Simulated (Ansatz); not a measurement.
`BC#CBO`, one more setting.

```yaml
crystal:
  periodic: [false, false, false]
  atoms:
    - {symbol: B, position_ang: [1.290100, -0.110867, 2.188111]}
    - {symbol: C, position_ang: [0.501541, -0.019673, 0.926932]}
    - {symbol: C, position_ang: [-0.135204, 0.047393, -0.113639]}
    - {symbol: B, position_ang: [-0.988582, 0.182058, -1.358655]}
    - {symbol: O, position_ang: [-0.583006, -0.401423, -2.508233]}
    - {symbol: H, position_ang: [1.091930, -1.010001, 2.947892]}
    - {symbol: H, position_ang: [2.115372, 0.716214, 2.432751]}
    - {symbol: H, position_ang: [-2.010821, 0.806644, -1.297215]}
    - {symbol: H, position_ang: [-1.192932, -0.256546, -3.235143]}
basis:
  gaussian: {orbitals: cc-pVTZ, final_grid: {core_spheres: 20, valence_spheres: 16, degree: 47}}
hamiltonian: {xc: {name: wB97X-V}, pseudopotentials: {relativity: none}}
scf: {lower_state_search: full}
output: {forces: true}
```

```sh
$ ansatz run in.yaml --threads 2 --pin off --events-out ev --progress --plain --max-ram 4352MiB
```

Output, abridged:

```
Functional definition: wB97X-V
1159 factors; their error is unknown
266 factors; integrals over basis functions are off by at most 1.3e-5 eV
mean field evaluation 1: about -5534.1266 eV, gradient 4.8e1 eV
mean field evaluation 2: about -5534.9923 eV, gradient 4.6e1 eV
mean field evaluation 4: about -5538.3658 eV, gradient 1.9e0 eV
mean field evaluation 8: about -5538.3788 eV, gradient 9.4e-2 eV
mean field evaluation 16: about -5538.3613 eV, gradient 5.6e-4 eV
mean field -5538.36128277 eV, -203.5310231059 hartree, gradient 2.6e-5 eV, S^2 0.000000; 0 other end points of the search recorded, 0 dependent functions left out
reference -5538.36128065 eV, -203.5310230276 hartree; 17, 17 occupied and 189, 189 virtual orbitals, 1159 factors
Total energy: -5538.36128065 eV, -203.5310230276 hartree
Atom 0 at     1.290100    -0.110867     2.188111 Å, force     0.224489    -0.026717     0.356363 eV/Å
Atom 1 at     0.501541    -0.019673     0.926932 Å, force    -0.396858     0.037686    -0.662311 eV/Å
Atom 2 at    -0.135204     0.047393    -0.113639 Å, force     0.404462    -0.051527     0.630973 eV/Å
Atom 3 at    -0.988582     0.182058    -1.358655 Å, force    -0.296559     0.143408    -0.108759 eV/Å
Atom 4 at    -0.583006    -0.401423    -2.508233 Å, force     0.062512    -0.090437    -0.178877 eV/Å
Atom 5 at     1.091930    -1.010001     2.947892 Å, force    -0.000489     0.009671    -0.010896 eV/Å
Atom 6 at     2.115372     0.716214     2.432751 Å, force    -0.010882    -0.007922    -0.005634 eV/Å
Atom 7 at    -2.010821     0.806644    -1.297215 Å, force     0.007735    -0.009118    -0.015094 eV/Å
Atom 8 at    -1.192932    -0.256546    -3.235143 Å, force     0.005591    -0.005043    -0.005766 eV/Å
Dipole moment:    -0.263913     0.069451    -0.291876 e Å
```

Run time 9.5 s (2 threads of an Arm Neoverse V1 on a shared host); peak host memory 0.51 GiB.
